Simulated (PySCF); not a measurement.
C4H2BrF, SMILES C#C/C=C(\F)Br.

Geometry optimised at PBE-D3(BJ)/def2-SVP. The structure was generated by enumeration; whether it is a known compound was not checked.

Two levels are set side by side: PBE/def2-TZVP (PySCF) and HF/def2-TZVP (PySCF). Same geometry, gas phase. Differences are taken from unrounded values.

```tsv
quantity	PBE
orbital gap (eV)	3.75
highest occupied level (eV)	-5.96
lowest empty level (eV)	-2.21
dipole moment (D)	0.75
mean polarisability (bohr³)	74.5
```

Task: These are the PBE values. What does HF give? (The exact figures need the calculation; the answer reports its results.)

Result: 
```tsv
quantity	HF	PBE minus HF
orbital gap (eV)	11.68	-7.93
highest occupied level (eV)	-9.35	3.39
lowest empty level (eV)	2.33	-4.54
dipole moment (D)	1.12	-0.37
mean polarisability (bohr³)	69.3	5.1
```

Without exact exchange PBE keeps part of each electron's self-repulsion, which lifts occupied levels and narrows the gap. PBE's more diffuse valence density responds more strongly to a field. Differences between two approximate levels are no errors against the true value.

Rough cost on one machine, each run with all the roots and properties that it gave: HF against PBE about 1/2.
